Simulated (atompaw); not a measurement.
# Ranking PAW (atompaw) potentials for As (Z = 33)

All share these settings but for the change named:

As, PAW, made with atompaw 4.2.0.5 (PBEsol, non-relativistic). Core [Ar] 3d10, reference 4s1.75 4p3.25. Waves: 4s (bound): rc 1.35 bohr; 4s channel at 1.45 Ry: rc 2.10 bohr; 4p (bound): rc 2.10 bohr; 4p channel at 0.05 Ry: rc 2.10 bohr. Local part: troulliermartins scheme with l = 2 at 1 Ry, radius 2.00 bohr. Core correction: smooth core density matched at 1.15 bohr. Augmentation charge: besselshape compensation charge, radius 1.75 bohr; PAW radius 2.10 bohr; waves and projectors: custom rrkj vanderbiltortho.

Cutoff: the first of the cutoffs (Ry, on a coarse ladder) from which the occupation-weighted sum of valence levels, in a spherical-Bessel basis at the reference potential, stays within 10 and 1 mRy of its value at 400 Ry; the density cutoff is not measured.

The base gives 18 Ry.

Of 12 variants that were run, those that failed, showed a ghost or another fault, or gave nearly equal values are left out.

A variant can come out equal or close to the base.

**Question.** Rank these variants from softest to hardest (loose cutoff).
A. core [Ne], valence charge 23; reference 3s2 3p6 3d10 4s2 4p3; waves now 3s (bound): rc 0.75 bohr; 4s (bound): rc 1.30 bohr; 3p (bound): rc 0.95 bohr; 4p (bound): rc 1.30 bohr; 3d (bound): rc 1.30 bohr; 3d channel at -2.35 Ry: rc 1.30 bohr; local potential troulliermartins scheme with l = 3 at 1 Ry, radius 1.05 bohr; core correction smooth core density matched at 0.70 bohr; augmentation besselshape compensation charge, radius 1.05 bohr; PAW radius 1.30 bohr; waves and projectors: custom rrkj vanderbiltortho
B. wave 4s (bound): rc 1.35 bohr becomes 4s (bound): rc 1.90 bohr
C. wave 4p channel at 0.05 Ry: rc 2.10 bohr becomes 4p channel at -0.14 Ry: rc 2.10 bohr
D. augmentation besselshape compensation charge, radius 1.75 bohr; PAW radius 2.10 bohr; waves and projectors: custom polynom vanderbiltortho

**Answer.** B (12 Ry), C (18 Ry), D (30 Ry), A (140 Ry).
